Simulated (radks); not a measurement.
Q: Valence configurations of Rb (all share [Kr]). Calculated with a radial shooting solver on a logarithmic mesh with Libxc functionals: scalar-relativistic Kohn-Sham, BLYP, spin-polarised, spherical densities, point nucleus; open shells are filled with parallel spins first (spin-orbit coupling, left out, can overturn this in heavy ions). Order these by energy: 4d1; 5s0.5 5p0.5; 4d0.5 5s0.5; 5s1; 5p1.

A: From the lowest, in eV above it: 5s1 0.000; 5s0.5 5p0.5 0.805; 4d0.5 5s0.5 1.172; 5p1 1.632; 4d1 2.357. NIST lists [Kr] 5s1 as the ground configuration; this level of theory agrees among the configurations tried. The energies are those of spherical high-spin densities, not of single terms.
